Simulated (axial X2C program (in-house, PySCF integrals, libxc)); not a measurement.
**Bond lengths and stretching modes, held linear, of CMoO**

Computed with an in-house all-electron X2C program for linear molecules (integrals from PySCF): two-component X2C with atomic mean-field Coulomb and Gaunt terms, Gaussian nuclei, basis C dyall-v3z, Mo dyall-v3z, O dyall-av3z with contracted cores. Spin-free rows use the one-electron spin-free X2C Hamiltonian.

Masses C 12.000, Mo 97.905, O 15.995 u. States: spin-free M_S = 3, Λ = 0 (beyond evenly filled blocks: 2 × σα, π+α, π-α, δ+α, δ-α).

HF, spin-free: energies above the lowest point

```
r(C–Mo) (Å)  r(Mo–O) (Å)  E (meV)
     1.9012       1.6946   660.85
     1.9012       1.7380   674.37
     1.9012       1.7814   734.84
     1.9500       1.6946   364.98
     1.9500       1.7380   376.57
     1.9500       1.7814   433.53
     1.9500       1.8249   518.38
     1.9987       1.6946   145.49
     1.9987       1.7380   155.97
     1.9987       1.7814   210.54
     2.0475       1.7380     0.00
     2.0475       1.8249   133.36
```

Problem. Fit a quadratic surface with cubic terms in each bond: where is the minimum, and what are the two stretching wavenumbers?

Solution. At HF, spin-free: bonds 2.213 and 1.716 Å; harmonic stretches 433.9 and 769.7 cm⁻¹; force constants 1.24, 4.68 and coupling -0.16 mdyn/Å.

Each state is one determinant, the lowest of a limited PBE0 search; the stretches come from a fit to these few points and carry an uncertainty of a few per cent. Other orders of the atoms were not compared. Left out for rough or failed fits: PBE0 2c, HF 2c, TPSSh 2c, MP2 2c, PBE0 spin-free, TPSSh spin-free, MP2 spin-free. The molecule was held linear; bending was not examined, so a bent shape may lie lower. Note: several unpaired electrons, one determinant need not be a pure state.
